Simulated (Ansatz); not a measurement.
Computed with Ansatz on PBE0-D4/def2-TZVP structures; ΔE is electronic, products minus reactants. CCSD(T)/CBS adds triple-zeta CCSD(T) − MP2 to the extrapolated MP2 energy (def2 sets, frozen cores). This one scheme is used for every species. One conformer a species, not always the lowest.

`CCC[SiH2]Cl` + H₂S → `S[SiH2]Cl` + propane  (ligand exchange at the Si–C bond)

| species | HF/def2-QZVPP energy (Eh) |
| --- | --- |
| `CCC[SiH2]Cl` | -867.43514 |
| H₂S | -398.71944 |
| `S[SiH2]Cl` | -1147.86261 |
| `CCC` | -118.31654 |

Question: Work out ΔE.

Answer: ΔE = (-1147.86261) + (-118.31654) − (-867.43514) − (-398.71944) = -0.02457 Eh = -0.67 eV. CCSD(T)/CBS gives -0.61 eV.

Largest T1 diagnostic among the species: 0.010.

The D4 term adds +0.05 eV with B3LYP and +0.03 eV with PBE0; it sums over pairs of atoms, weighted by their polarisabilities, and B3LYP, whose exchange is more repulsive, gets the larger term. In def2-TZVPP, CCSD(T) changes the Hartree–Fock value by +0.08 eV (the triples alone add +0.00 eV) and MP2 by +0.05 eV.

B3LYP here is the variant with VWN-RPA as its local correlation; programs differ in this.
